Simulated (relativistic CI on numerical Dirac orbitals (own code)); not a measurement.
# Cu4+ in a cubic cluster: 2p photoemission with charge transfer

Computed with a charge-transfer multiplet model of a cubic metal-ligand cluster with up to 2 ligand holes, Slater and spin-orbit integrals from Dirac-Coulomb-Breit ions, Slater integrals scaled by 0.7. The ground state mixes d7 with configurations of k ligand holes L, whose averages lie at kΔ + k(k − 1)U_dd/2; a core hole lowers each added d electron by U_cd. 300 K, Lorentzian 0.6 eV and Gaussian 0.8 eV FWHM.

Atomic integrals in eV (Slater integrals scaled, ζ unscaled), ground: F2dd 10.358, F4dd 6.495, zeta_d 0.120; with the core hole: F2dd 11.484, F4dd 7.232, zeta_d 0.162, zeta_core 13.365, F2cd 7.063, G1cd 5.548, G3cd 3.160.

Cluster parameters (eV): Δ = 1.4, U_dd = 6.4, 10Dq = 0.95, 10Dq(ligand) = 0.7, V(eg) = 3.6, V(t2g) = -1.96, final-state hopping factor = 1.

```
         Case   n_d    d7   d8L  d9L2     S
U_cd = 6.4 eV  7.71  0.38  0.52  0.09  0.54
U_cd = 7.6 eV  7.71  0.38  0.52  0.09  0.54
U_cd = 8.2 eV  7.71  0.38  0.52  0.09  0.54
U_cd = 8.8 eV  7.71  0.38  0.52  0.09  0.54
U_cd = 9.4 eV  7.71  0.38  0.52  0.09  0.54
```

Weights, n_d and S are thermal averages at 300 K. Binding energies count from the first peak over 30 % of the highest in each spectrum, which can be another peak from case to case. The parameters are a model scan and need not match a compound or its usual spin state. Peaks in eV (height, largest 100):
- U_cd = 6.4 eV: 0.0 (100), 11.2 (8), 20.8 (50), 32.6 (5)
- U_cd = 7.6 eV: 0.0 (100), 11.4 (10), 14.8 (7), 20.8 (51), 33.1 (7)
- U_cd = 8.2 eV: 0.0 (100), 6.3 (5), 11.4 (11), 14.8 (8), 20.8 (51), 33.4 (8)
- U_cd = 8.8 eV: 0.0 (100), 6.3 (5), 11.4 (12), 14.0 (9), 14.9 (9), 20.8 (51), 33.5 (9)
- U_cd = 9.4 eV: 0.0 (100), 6.2 (6), 11.6 (12), 13.8 (10), 15.0 (9), 20.8 (51), 33.7 (10)

For the case U_cd = 8.2 eV, Δ = 1.4 eV is smaller than U_dd = 6.4 eV, the charge-transfer side of the Zaanen-Sawatzky-Allen scheme. With the core hole the configuration with one ligand hole lies at Δ − U_cd = -5.0, -6.2, -6.8, -7.4, -8.0 eV from the one without, in the order of the table; where this is negative the screened configuration lies lower, though the effective hopping of about 5.4 eV (from the holes of the mixed ground state) mixes the two strongly wherever it is as large as the gap.

With at most 2 ligand holes the space is cut while the next configuration still counts, so covalency is underestimated, and a final configuration with one more ligand hole, which can lie low, is missing from the spectra.
